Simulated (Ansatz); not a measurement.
Ansatz (an electronic-structure program) input (CCSD(T)/aug-cc-pVDZ):

Ansatz 0.2 input:
```yaml
crystal:
  periodic: [false, false, false]
  atoms:
    - {symbol: C, position_ang: [-0.15940054, 1.57954574, 0.24414693]}
    - {symbol: C, position_ang: [-0.58632340, 0.13898903, 0.30069527]}
    - {symbol: C, position_ang: [-1.82138182, -0.21804191, -0.47909186]}
    - {symbol: O, position_ang: [0.53910135, -0.76358318, -0.30400201]}
    - {symbol: C, position_ang: [1.88247956, -0.77151140, 0.31497741]}
    - {symbol: H, position_ang: [0.74693558, 1.77418607, 0.81533264]}
    - {symbol: H, position_ang: [-0.95501857, 2.17928420, 0.69004743]}
    - {symbol: H, position_ang: [-0.02907078, 1.92168892, -0.78426142]}
    - {symbol: H, position_ang: [-0.61641175, -0.25258926, 1.31557562]}
    - {symbol: H, position_ang: [-1.75598714, 0.11900883, -1.51622686]}
    - {symbol: H, position_ang: [-2.02295121, -1.28766876, -0.44864277]}
    - {symbol: H, position_ang: [-2.66894606, 0.29743958, -0.02481147]}
    - {symbol: H, position_ang: [2.37373398, 0.18120732, 0.14188235]}
    - {symbol: H, position_ang: [2.41739053, -1.59731512, -0.14381901]}
    - {symbol: H, position_ang: [1.71769010, -0.95733920, 1.37092998]}
    - {symbol: H, position_ang: [0.58758162, -0.64312596, -1.26835686]}
basis:
  gaussian:
    orbitals: aug-cc-pVDZ
total_charge: 1
magnetization: {spin_polarized: false}
correlation: {method: ccsd_t, electrons: outside_noble_gas}
output: {forces: true}
```

End of the output:

```
cycle   2  -23.25513608 eV  change   -5.9e-1 eV  update   2.8e-2
cycle   3  -23.36684136 eV  change   -1.1e-1 eV  update   1.2e-2
cycle   4  -23.36489041 eV  change    2.0e-3 eV  update   2.7e-3
cycle   5  -23.36550607 eV  change   -6.2e-4 eV  update   1.0e-3
cycle   6  -23.36565873 eV  change   -1.5e-4 eV  update   3.4e-4
cycle   7  -23.36550707 eV  change    1.5e-4 eV  update   1.4e-4
cycle   8  -23.36550519 eV  change    1.9e-6 eV  update   5.1e-5
cycle   9  -23.36550730 eV  change   -2.1e-6 eV  update   1.6e-5
cycle  10  -23.36549752 eV  change    9.8e-6 eV  update   5.5e-6
perturbative correction -0.72654015 eV, -0.0266998582 hartree
the calculation of the forces begins
1.01 GiB of device memory are held for the factors and their scratch space
Total energy: -6350.87554520 eV, -233.3903715081 hartree
Atom 0 at    -0.159401     1.579546     0.244147 Å, force     0.035364     0.060227    -0.035412 eV/Å
Atom 1 at    -0.586323     0.138989     0.300695 Å, force     0.309938    -0.116928    -0.084013 eV/Å
Atom 2 at    -1.821382    -0.218042    -0.479092 Å, force    -0.033808    -0.033191    -0.076866 eV/Å
Atom 3 at     0.539101    -0.763583    -0.304002 Å, force    -0.395023    -0.252530    -0.046979 eV/Å
Atom 4 at     1.882480    -0.771511     0.314977 Å, force    -0.020561     0.123849    -0.028146 eV/Å
Atom 5 at     0.746936     1.774186     0.815333 Å, force     0.405175     0.064489     0.253616 eV/Å
Atom 6 at    -0.955019     2.179284     0.690047 Å, force    -0.355419     0.231904     0.200238 eV/Å
Atom 7 at    -0.029071     1.921689    -0.784261 Å, force     0.061250     0.121811    -0.455827 eV/Å
Atom 8 at    -0.616412    -0.252589     1.315576 Å, force     0.000705    -0.187876     0.454327 eV/Å
Atom 9 at    -1.755987     0.119009    -1.516227 Å, force     0.055210     0.145324    -0.447980 eV/Å
Atom 10 at    -2.022951    -1.287669    -0.448643 Å, force    -0.071006    -0.466551     0.019621 eV/Å
Atom 11 at    -2.668946     0.297440    -0.024811 Å, force    -0.342552     0.238054     0.218856 eV/Å
Atom 12 at     2.373734     0.181207     0.141882 Å, force     0.217806     0.431982    -0.085000 eV/Å
Atom 13 at     2.417391    -1.597315    -0.143819 Å, force     0.215268    -0.361468    -0.219304 eV/Å
Atom 14 at     1.717690    -0.957339     1.370930 Å, force    -0.119804    -0.082130     0.477781 eV/Å
Atom 15 at     0.587582    -0.643126    -1.268357 Å, force     0.037457     0.083032    -0.144912 eV/Å
Dipole moment:     0.380581    -0.133698    -0.112139 e Å
```

It need not be the lowest isomer of its formula.
